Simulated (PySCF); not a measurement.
## Radial density of Cu²⁺ (copper, charge +2)

UHF, [Ar] 3d9, 2D determinant. Calculation: PySCF 2.14, in x2c-TZVPPall (6s5p4d2f1g, 64 functions); the spin-free X2C one-electron Hamiltonian (Gaussian nucleus).

```csv
r (bohr),4πr²ρ (e/bohr),4πr²(ρα − ρβ)
0.000855,0.2262,0.0000
0.00144,0.5676,0.0000
0.00242,1.413,0.0000
0.00407,3.403,0.0000
0.00685,7.707,0.0000
0.0115,15.75,0.0001
0.0194,27.13,0.0002
0.0326,35.16,0.0005
0.0548,31.40,0.0020
0.0922,28.99,0.0122
0.155,39.97,0.0774
0.261,26.91,0.3794
0.439,18.79,0.9913
0.738,20.36,1.0553
1.24,6.091,0.3992
2.09,0.6330,0.0403
3.51,0.02610,0.0005
5.91,5.394e-05,0.0000
```

Densities and radii are taken from the X2C orbitals without a picture-change correction, which distorts them close to the nucleus.
